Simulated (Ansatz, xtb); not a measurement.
**Two isomers of C5H8BClSi**

Structure I: `CC#C[SiH2]/C=C\BCl`, a singlet. Structure II: `ClC[SiH]1C=CBC=C1`, a singlet. Both are isolated molecules in the gas phase, relaxed with PBE-D3(BJ)/def2-SVP; each stands in its lowest conformer found.

Quicker runs give these differences E(II) − E(I): GFN2-xTB +13.39 kcal/mol; HF/STO-3G −16.79 kcal/mol (at GFN2-xTB geometries); r2SCAN-D4/def2-SVP −3.33 kcal/mol (at GFN2-xTB geometries).

Question: Estimate which is lower in electronic energy at CCSD(T)/def2-SVP + ΔMP2/def2-TZVPP, and by roughly how much.

Answer: Not settled: CCSD(T)/def2-SVP + ΔMP2/def2-TZVPP gives E(II) − E(I) = −1.25 kcal/mol, but this leans on the basis-set step: CCSD(T) alone gives +2.82 kcal/mol.

Level by level:

| level | geometry | E(II) − E(I) (kcal/mol) | departure from the last row (kcal/mol) | job, with rough time for the two |
| --- | --- | --- | --- | --- |
| GFN2-xTB | GFN2-xTB | +13.39 | +14.65 | optimisation, 0.18 s |
| HF/STO-3G | GFN2-xTB | −16.79 | −15.53 | single point, 0.5 s |
| r2SCAN-D4/def2-SVP | GFN2-xTB | −3.33 | −2.07 | single point, 4.9 s |
| PBE-D3(BJ)/def2-SVP | PBE-D3(BJ)/def2-SVP | −3.44 | −2.18 | optimisation, 47 s |
| HF/def2-SVP | PBE-D3(BJ)/def2-SVP | +4.27 | +5.53 | part of the CCSD(T) run |
| MP2/def2-SVP | PBE-D3(BJ)/def2-SVP | +4.90 | +6.15 | part of the CCSD(T) run |
| CCSD(T)/def2-SVP | PBE-D3(BJ)/def2-SVP | +2.82 | +4.07 | single point |
| CCSD(T)/def2-SVP + ΔMP2/def2-TZVPP | PBE-D3(BJ)/def2-SVP | −1.25 |  | single point, 2.2 min |

As drawn, II has 1 C–Cl, 1 C–Si, 1 C=C, 1 C–B, 1 C–H in place of 1 C–C, 1 C≡C, 1 B–Cl, 1 Si–H. Structure I has no ring, II a 6-membered ring.

GFN2-xTB, HF/def2-SVP, MP2/def2-SVP, CCSD(T)/def2-SVP put the two in the other order. The largest departure from CCSD(T)/def2-SVP + ΔMP2/def2-TZVPP is that of HF/STO-3G, 15.53 kcal/mol. A small imaginary or near-zero mode remains, so no thermal terms are given. The last row adds to CCSD(T) the change of the MP2 difference between the two basis sets, here −4.07 kcal/mol, a large step that makes the value less sure.

The correlated steps freeze 16 core orbitals. Run with Ansatz 0.2.0, xtb 6.7.1; the last row on 4 threads of Arm Neoverse V1 on a shared host.
